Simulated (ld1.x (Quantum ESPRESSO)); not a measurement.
germanium (Ge), TM: configuration errors across variants

```json
{
  "Element": "Ge",
  "Generator": "ld1.x (Quantum ESPRESSO) 7.5",
  "Type": "norm-conserving Troullier–Martins (Kleinman–Bylander form)",
  "Functional": "LDA (PZ)",
  "Relativity": "scalar-relativistic",
  "Frozen core": "[Ar]",
  "Valence charge": "14",
  "Reference configuration": "3d10 4s2 4p2",
  "Partial waves": "4s (bound): rc 1.30 bohr; 4p (bound): rc 2.00 bohr; 4f channel at -0.2 Ry: rc 1.70 bohr; 3d (bound): rc 1.25 bohr",
  "Local potential": "the d channel",
  "Core correction": "none"
}
```

All-electron excitation energies from the reference (eV): (1) 3d10 4s2 4p1 7.636; (2) 3d10 4s2 4p0 23.352; (3) 3d10 4s1 4p0 58.570; (4) 3d10 4s1 4p2 16.413; (5) 3d10 4s0 4p4 16.359; (6) 3d10 4s1 4p3 8.044; (7) 3d10 4s2 4p1.5 2.889; (8) 3d10 4s2 4p2 spin -0.563; (9) 3d10 4s2 4p1 spin 7.451.

Spin tests fill each open shell by Hund’s rule, majority spin first.

2 further variants failed, have other tests or another functional or relativity, and are left out.

A true bound ghost makes a file unfit for plane-wave use even where its test errors are small: the radial tests pick states by their node count and pass the ghost by.

Errors AE − PS in meV (a dash: test not solved or not reliable):

```tsv
change	(1)	(2)	(3)	(4)	(5)	(6)	(7)	(8)	(9)	bound ghosts
base	-0.4	+1.5	+29	+3.2	-0.7	-0.2	-0.3	+8.7	+3.2	s, p
wave 4f channel at -0.2 Ry: rc 1.70 bohr becomes 4f channel at 2.43 Ry: rc 1.70 bohr	-0.4	+1.5	+29	+3.2	-0.7	-0.2	-0.3	+8.7	+3.2	s, p
core correction a·sin(br)/r model core inside 0.54 bohr	-0.9	-3.2	-6.3	-0.4	-7.9	-1.9	-0.4	+3.1	+0.3	s, p
wave 4f channel at -0.2 Ry: rc 1.70 bohr becomes 4f channel at -0.2 Ry: rc 1.78 bohr	-0.4	+1.5	+29	+3.2	-0.7	-0.2	-0.3	+8.7	+3.2	s, p
```

Task: Give the same row for: wave 4p (bound): rc 2.00 bohr becomes 4p (bound): rc 2.08 bohr.

Result: -0.4, +1.2, +28, +3.5, +0.4, +0.1, -0.3, +8.4, +3.0; bound ghosts: s, p.
